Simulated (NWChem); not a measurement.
# C$_{2}$H$_{3}$AlFNO; SMILES [N](=C=O)[Al]([F])[CH3]

```xyz
9

Al    -0.0520     0.9009    -0.0022
F     -1.5735     1.5712     0.0013
C      1.5364     1.9949     0.0007
H      2.2144     1.7086    -0.8196
H      2.0992     1.8575     0.9388
H      1.3032     3.0653    -0.1009
N      0.0011    -0.8712    -0.0019
C     -0.0031    -2.0725    -0.0003
O      0.0017    -3.2401     0.0012
```
Atoms are numbered in this order, from 1.

Computed with NWChem. Geometry: optimised at PBE0/def2-SVP.

Predict the results for PBE0/cc-pVTZ. Quantities: highest occupied level (eV); orbital gap (eV); dipole (D).


```json
{
 "highest occupied level (eV)": "-8.67",
 "orbital gap (eV)": "7.90",
 "dipole (D)": "2.74"
}
```
